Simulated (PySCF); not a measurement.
C3H3N2, SMILES C1=C[N]C=N1, multiplicity 2. Atoms are numbered in the order given.

```xyz
8

C      0.0000    -0.7422    -0.8789
C      0.0000     0.7422    -0.8789
N      0.0000     1.1737     0.3748
C      0.0000     0.0000     1.0987
N      0.0000    -1.1737     0.3748
H      0.0000    -1.4211    -1.7461
H      0.0000     1.4211    -1.7461
H      0.0000     0.0000     2.2000
```
Charge 0, spin multiplicity 2.

Geometry optimised at PBE-D3(BJ)/def2-SVP. The isomer is the one that the SMILES or the coordinates give; other isomers of the formula were not compared.

Two levels are set side by side: PBE/pcH-1 (PySCF) and PBE0/pcH-1 (PySCF). Contact hyperfine couplings, same geometry. Differences are taken from unrounded values.

```
quantity                        PBE
----------------------------  -----
A(iso) of 13C, atom C1 (MHz)   20.7
A(iso) of 13C, atom C2 (MHz)   20.7
A(iso) of 14N, atom N3 (MHz)   -3.0
A(iso) of 13C, atom C4 (MHz)   51.6
A(iso) of 14N, atom N5 (MHz)   -3.0
A(iso) of 1H, atom H6 (MHz)   -27.2
A(iso) of 1H, atom H7 (MHz)   -27.2
A(iso) of 1H, atom H8 (MHz)   -38.2
```

**Question.** These are the PBE values. What does PBE0 give? (The exact figures need the calculation; the answer reports its results.)

**Answer.** 
```tsv
quantity	PBE0	PBE minus PBE0
A(iso) of 13C, atom C1 (MHz)	26.8	-6.1
A(iso) of 13C, atom C2 (MHz)	26.8	-6.1
A(iso) of 14N, atom N3 (MHz)	-5.7	2.7
A(iso) of 13C, atom C4 (MHz)	64.0	-12.4
A(iso) of 14N, atom N5 (MHz)	-5.7	2.7
A(iso) of 1H, atom H6 (MHz)	-32.5	5.3
A(iso) of 1H, atom H7 (MHz)	-32.5	5.3
A(iso) of 1H, atom H8 (MHz)	-44.6	6.4
```

Rough cost on one machine, each run with all the roots and properties that it gave: PBE0 against PBE within a factor of 2.
